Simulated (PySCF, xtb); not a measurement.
Cl2H3NOSi, SMILES N[Si](O)(Cl)Cl. Other conformers were not sampled.

Harmonic wavenumbers (cm⁻¹) from xtb with GFN2-xTB at its own minimum, in rising order: 89, 141, 178, 202, 220, 236, 256, 400, 439, 520, 779, 807, 903, 964, 1487, 3498, 3537, 3657.

Q: What does PBE-D3(BJ)/def2-SVP run with PySCF give at its own minimum? (Estimate from the structure and the level; the computed values follow.)

A: 138, 169, 213, 260, 269, 287, 328, 352, 478, 567, 790, 830, 870, 960, 1475, 3509, 3614, 3760. Paired by order, the mean absolute difference is 42 cm⁻¹ and the zero-point energies are 26.2 and 27.0 kcal/mol.
